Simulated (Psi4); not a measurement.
C4H11Ge, doublet, at a GFN2-xTB geometry; Psi4 1.11 with HF/STO-3G.

Here is a job for Psi4.
```
memory 2 GB

molecule {
0 2
  C    -2.13541674   -0.82242625    1.73381045
  C    -1.15626174   -0.73410498    0.56162028
  C    -1.90863189   -0.52017889   -0.74634691
  C    -0.15536817    0.38361761    0.79191418
  Ge    1.31350398    0.43652282   -0.60897067
  H    -2.83860807   -1.63850968    1.58182763
  H    -2.69809050    0.10465609    1.82660931
  H    -1.60406683   -0.99680103    2.66705419
  H    -0.60974982   -1.68334587    0.49740934
  H    -2.44637658    0.42595875   -0.72516022
  H    -1.20652226   -0.49966040   -1.58145739
  H    -2.62433031   -1.32129043   -0.91716601
  H     0.37901389    0.23887154    1.73334896
  H    -0.66223253    1.34783656    0.83822027
  H     2.48521998    1.21584634    0.08103298
  H     1.92768703   -1.00373722   -0.56064572
}

set basis sto-3g
set reference uhf
set scf_type pk
set puream true
set d_convergence 1e-8

energy('scf')
print_variables()
```

Output, abridged:

```
   => Loading Basis Set <=

    Name: STO-3G
    Role: ORBITAL
    Keyword: BASIS

         ---------------------------------------------------------
                                   SCF
               by Justin Turney, Rob Parrish, Andy Simmonett
                          and Daniel G. A. Smith
                              UHF Reference
         ---------------------------------------------------------

  ==> Geometry <==

    Molecular point group: c1
    Full point group: C1

    Geometry (in Angstrom), charge = 0, multiplicity = 2:

       Center              X                  Y                   Z               Mass
    ------------   -----------------  -----------------  -----------------  -----------------
         C           -2.307227747091    -0.883409245807     1.819822325037    12.000000000000
         C           -1.328072747091    -0.795087975807     0.647632155037    12.000000000000
         C           -2.080442897091    -0.581161885807    -0.660335034963    12.000000000000
         C           -0.327179177091     0.322634614193     0.877926055037    12.000000000000
         GE           1.141692972909     0.375539824193    -0.522958794963    73.921177761000
         H           -3.010419077091    -1.699492675807     1.667839505037     1.007825032230
         H           -2.869901507091     0.043673094193     1.912621185037     1.007825032230
         H           -1.775877837091    -1.057784025807     2.753066065037     1.007825032230
         H           -0.781560827091    -1.744328865807     0.583421215037     1.007825032230
         H           -2.618187587091     0.364975754193    -0.639148344963     1.007825032230
         H           -1.378333267091    -0.560643395807    -1.495445514963     1.007825032230
         H           -2.796141317091    -1.382273425807    -0.831154134963     1.007825032230
         H            0.207202882909     0.177888544193     1.819360835037     1.007825032230
         H           -0.834043537091     1.286853564193     0.924232145037     1.007825032230
         H            2.313408972909     1.154863344193     0.167044855037     1.007825032230
         H            1.755876022909    -1.064720215807    -0.474633844963     1.007825032230

  Running in c1 symmetry.

  Rotational constants: A =      0.24111  B =      0.04514  C =      0.04048 [cm^-1]
  Rotational constants: A =   7228.41538  B =   1353.11695  C =   1213.67800 [MHz]
  Nuclear repulsion =  339.274889640886613

  Charge       = 0
  Multiplicity = 2
  Electrons    = 67
  Nalpha       = 34
  Nbeta        = 33

  ==> Algorithm <==

  SCF Algorithm Type is PK.
  DIIS enabled.
  MOM disabled.
  Fractional occupation disabled.
  Guess Type is SAD.
  Energy threshold   = 1.00e-06
  Density threshold  = 1.00e-08
  Integral threshold = 1.00e-12

  ==> Primary Basis <==

  Basis Set: STO-3G
    Blend: STO-3G
    Number of shells: 31
    Number of basis functions: 49
    Number of Cartesian functions: 50
    Spherical Harmonics?: true
    Max angular momentum: 2

  ==> Integral Setup <==

  Using in-core PK algorithm.
   Calculation information:
      Number of atoms:                  16
      Number of AO shells:              31
      Number of primitives:             93
      Number of atomic orbitals:        50
      Number of basis functions:        49

      Integral cutoff                 1.00e-12
      Number of threads:                 1

  Performing in-core PK
  Using 1501850 doubles for integral storage.
  We computed 109845 shell quartets total.
  Whereas there are 123256 unique shell quartets.

  ==> DiskJK: Disk-Based J/K Matrices <==

    J tasked:                  Yes
    K tasked:                  Yes
    wK tasked:                  No
    Schwarz Cutoff:          1E-12

  Minimum eigenvalue in the overlap matrix is 1.9917986061E-01.
  Reciprocal condition number of the overlap matrix is 7.5879779083E-02.
    Using symmetric orthogonalization.

  ==> Pre-Iterations <==

  SCF Guess: Superposition of Atomic Densities via on-the-fly atomic UHF (no occupation information).

   -------------------------
    Irrep   Nso     Nmo
   -------------------------
     A         49      49
   -------------------------
    Total      49      49
   -------------------------

  ==> Iterations <==

                        Total Energy        Delta E     RMS |[F,P]|

   @UHF iter SAD: -2200.88256585306954   -2.20088e+03   0.00000e+00
   @UHF iter   1: -2206.92463572083579   -6.04207e+00   1.57271e-02 DIIS/ADIIS
   @UHF iter   2: -2207.67660039110706   -7.51965e-01   6.44890e-03 DIIS/ADIIS
   @UHF iter   3: -2207.75026488071808   -7.36645e-02   1.00272e-03 DIIS/ADIIS
   @UHF iter   4: -2207.75345593475458   -3.19105e-03   2.90835e-04 DIIS/ADIIS
   @UHF iter   5: -2207.75379273599583   -3.36801e-04   9.76419e-05 DIIS
   @UHF iter   6: -2207.75383017214062   -3.74361e-05   4.35170e-05 DIIS
   @UHF iter   7: -2207.75384108493927   -1.09128e-05   1.89319e-05 DIIS
   @UHF iter   8: -2207.75384351268076   -2.42774e-06   6.56597e-06 DIIS
   @UHF iter   9: -2207.75384376170405   -2.49023e-07   2.81977e-06 DIIS
   @UHF iter  10: -2207.75384381505910   -5.33551e-08   1.34736e-06 DIIS
   @UHF iter  11: -2207.75384382716584   -1.21067e-08   4.61493e-07 DIIS
   @UHF iter  12: -2207.75384382854736   -1.38152e-09   1.60070e-07 DIIS
   @UHF iter  13: -2207.75384382869197   -1.44610e-10   7.24522e-08 DIIS
   @UHF iter  14: -2207.75384382872562   -3.36513e-11   2.07105e-08 DIIS
   @UHF iter  15: -2207.75384382873062   -5.00222e-12   7.92860e-09 DIIS
  Energy and wave function converged.

  ==> Post-Iterations <==

   @Spin Contamination Metric:   1.330218174E-03
   @S^2 Expected:                7.500000000E-01
   @S^2 Observed:                7.513302182E-01
   @S   Expected:                5.000000000E-01
   @S   Observed:                5.000000000E-01

    Orbital Energies [Eh]
    ---------------------

    Alpha Occupied:

       1A   -400.489308     2A    -50.334996     3A    -45.400270
       4A    -45.397620     5A    -45.397469     6A    -11.042024
       7A    -11.030965     8A    -11.025217     9A    -10.993182
      10A     -6.433015    11A     -4.479035    12A     -4.471430
      13A     -4.471006    14A     -1.040087    15A     -0.891699
      16A     -0.874301    17A     -0.729136    18A     -0.633049
      19A     -0.612461    20A     -0.609639    21A     -0.608910
      22A     -0.608107    23A     -0.606032    24A     -0.583373
      25A     -0.562870    26A     -0.533816    27A     -0.505537
      28A     -0.492309    29A     -0.449568    30A     -0.422895
      31A     -0.422723    32A     -0.374288    33A     -0.342207
      34A     -0.256200

    Alpha Virtual:

      35A      0.443732    36A      0.456939    37A      0.561047
      38A      0.612645    39A      0.637567    40A      0.659085
      41A      0.714125    42A      0.723992    43A      0.740284
      44A      0.768338    45A      0.772675    46A      0.779764
      47A      0.797397    48A      0.816299    49A      0.832017

    Beta Occupied:

       1A   -400.487052     2A    -50.332532     3A    -45.396621
       4A    -45.396486     5A    -45.395044     6A    -11.042161
       7A    -11.030804     8A    -11.025143     9A    -10.992270
      10A     -6.425292    11A     -4.468536    12A     -4.468320
      13A     -4.461651    14A     -1.039219    15A     -0.891212
      16A     -0.869784    17A     -0.727191    18A     -0.608695
      19A     -0.608292    20A     -0.607208    21A     -0.605259
      22A     -0.603883    23A     -0.602627    24A     -0.561972
      25A     -0.561582    26A     -0.529355    27A     -0.505237
      28A     -0.487025    29A     -0.446867    30A     -0.421987
      31A     -0.419917    32A     -0.358518    33A     -0.321712

    Beta Virtual:

      34A      0.168580    35A      0.485173    36A      0.498356
      37A      0.580031    38A      0.614890    39A      0.638697
      40A      0.661636    41A      0.716561    42A      0.724498
      43A      0.741711    44A      0.768876    45A      0.773738
      46A      0.781243    47A      0.798269    48A      0.817648
      49A      0.833142

    Final Occupation by Irrep:
              A
    DOCC [    33 ]
    SOCC [     1 ]
    NA   [    34 ]
    NB   [    33 ]

  @UHF Final Energy: -2207.75384382873062

   => Energetics <=

    Nuclear Repulsion Energy =            339.2748896408866131
    One-Electron Energy =               -3768.2332680595986858
    Two-Electron Energy =                1221.2045345899814492
    Total Energy =                      -2207.7538438287306235

  UHF NO Occupations:
  HONO-2 :   32  A 1.9997594
  HONO-1 :   33  A 1.9996282
  HONO-0 :   34  A 1.0000000
  LUNO+0 :   35  A 0.0003718
  LUNO+1 :   36  A 0.0002406
  LUNO+2 :   37  A 0.0000292
  LUNO+3 :   38  A 0.0000183

Computation Completed

Properties will be evaluated at   0.000000,   0.000000,   0.000000 [a0]

Properties computed using the SCF density matrix

 Multipole Moments:

 ------------------------------------------------------------------------------------
     Multipole            Electronic (a.u.)      Nuclear  (a.u.)        Total (a.u.)
 ------------------------------------------------------------------------------------

 L = 1.  Multiply by 2.5417464519 to convert [e a0] to [Debye]
 Dipole X            :         21.6235766          -21.7532749           -0.1296983
 Dipole Y            :          7.8760942           -7.7211581            0.1549361
 Dipole Z            :        -11.2269548           10.8901053           -0.3368495
 Magnitude           :                                                    0.3928033

 ------------------------------------------------------------------------------------

  Variable Map:
  ----------------------------------------------------------------------------
  "CURRENT ENERGY"           =>   -2207.753843828731
  "CURRENT REFERENCE ENERGY" =>   -2207.753843828731
  "DD SOLVATION ENERGY"      =>       0.000000000000
  "HF KINETIC ENERGY"        =>    2206.509253091368
  "HF POTENTIAL ENERGY"      =>   -4414.263096920098
  "HF TOTAL ENERGY"          =>   -2207.753843828731
  "HF VIRIAL RATIO"          =>       2.000564054166
  "NUCLEAR REPULSION ENERGY" =>     339.274889640887
  "ONE-ELECTRON ENERGY"      =>   -3768.233268059599
  "PCM POLARIZATION ENERGY"  =>       0.000000000000
  "PE ENERGY"                =>       0.000000000000
  "SCF ITERATION ENERGY"     =>   -2207.753843828731
  "SCF ITERATIONS"           =>      15.000000000000
  "SCF TOTAL ENERGY"         =>   -2207.753843828731
  "TWO-ELECTRON ENERGY"      =>    1221.204534589981

  Array Variable Map:
  ----------------------------------------------------------------------------
  "CURRENT DIPOLE"           =>      -0.129698324236 ... -0.336849537874 1 by 3
  "SCF DIPOLE"               =>      -0.129698324236 ... -0.336849537874 1 by 3
  "SCF TOTAL ENERGIES"       =>   -2200.882565853070 ... -2207.753843828731 1 by 16
```
